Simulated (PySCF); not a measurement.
Isomers of C9H9 (doublet state), one GFN2-xTB conformer each. Single-point energies are computed at B3LYP/pcH-1 (PySCF, gas phase, no added dispersion term), electronic only. GFN2-xTB treats the open shell by occupation alone, and not every SCF solution was tested for stability.

Question: Rank them by B3LYP/pcH-1 energy, lowest first (kcal/mol).
A. `[CH2:1][c:2]1[cH:3][cH:4][cH:5][c:6]([CH:7]=[CH2:8])[cH:9]1` (doublet state) with H–C1–C2–C3 180° and 0°, C5–C6–C7–C8 5°
B. `[CH:1]=[C:2]=[CH:3][CH2:4][C:5]1([C:6]#[CH:7])[CH2:8][CH2:9]1` (doublet state) with C2–C3–C4–C5 111°, C3–C4–C5–C6 67°
C. `[CH:1]#[C:2][C:3]#[C:4][C@H:5]([C:6]=[CH2:7])[CH2:8][CH3:9]` (doublet state) with C4–C5–C6–C7 -1°, C4–C5–C8–C9 -178°
D. `[CH:1]#[C:2][C@H:3]([CH3:4])[C:5]1=[CH:6][CH:7][CH:8]=[CH:9]1` (doublet state) with C2–C3–C5–C6 32°
E. `[CH2:1][c:2]1[cH:3][cH:4][c:5]([CH:6]=[CH2:7])[cH:8][cH:9]1` (doublet state) with H–C1–C2–C3 180° and 0°, C4–C5–C6–C7 180°

Answer: E (0.0), A (2.1), D (51.2), B (95.0), C (103.3).

Neighbours under 5.0 kcal/mol apart ([CH2]c1ccc(C=C)cc1 and [CH2]c1cccc(C=C)c1) can change places with a better method, another conformer or zero-point energy. GFN2-xTB itself gives, in the same order: 0.0, 2.9, 35.3, 79.3, 98.4. Both levels put the same isomer lowest; measured from each level's own lowest isomer, the values differ by up to 15.9 kcal/mol (C#C[C@H](C)C1=C[CH]C=C1: 35.3 against 51.2).
